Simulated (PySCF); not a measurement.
Al(Me)2(OH), SMILES [CH3][Al]([CH3])[OH], singlet at its PBE0/def2-SVP optimised geometry (Å):

```
11

Al    -0.3053    -0.0028     0.0000
C     -1.2200    -1.7304     0.0006
H     -0.9355    -2.3262    -0.8836
H     -2.3179    -1.6400     0.0036
H     -0.9307    -2.3288     0.8815
C     -1.2206     1.7245     0.0000
H     -0.9223     2.3288    -0.8738
H     -0.9459     2.3148     0.8911
H     -2.3184     1.6338    -0.0147
O      1.3719    -0.0028     0.0000
H      2.3184    -0.0022     0.0015
```

Computed with PySCF 2.14.0 with PBE0/def2-TZVP.

Map of the log10 of the electron density (e/bohr³), floored at −4 on the plane z = 0.8 Å:

```
|                           |
|         ...               |
|       .:::::.             |
|     .::-===-:.            |
|    .:-=++**+=:.           |
|   .:-=+*#%#*+-.           |
|   :-=+*#%@@#+=:.          |
|  .:=+*##@@@#*=::..        |
|  .:=+*#%%@%#*=---::.      |
|  .:=+*##%%%#*+====-:.     |
|   :-=+**####*+++*+=-:.    |
|   .:-=+**##****##**+-:    |
|    .:-=+******#%%##*=-.   |
|    .:-=++**#**#%%%#*+-.   |
|    .:-=+******#%%##*=-.   |
|   .:-=+**##****##**+-:    |
|   :-=+**####*+++*+=-:.    |
|  .:=+*##%%%#*+====-:.     |
|  .:=+*#%%@%#*=---::.      |
|  .:=+*##@@@#*=::..        |
|   :-=+*#%@@#+=:.          |
|   .:-=+*#%#*+-.           |
|    .:-=+***+=:.           |
|     .::-===-:.            |
|       .:::::.             |
|         ...               |
|                           |
```
Scale: ten equal steps from -4.00 (start of ' ') to -0.581 (end of '@'), in the order ' .:-=+*#%@'; x runs from -4.50 to 4.50, y from -4.50 (bottom) to 4.50 (top).
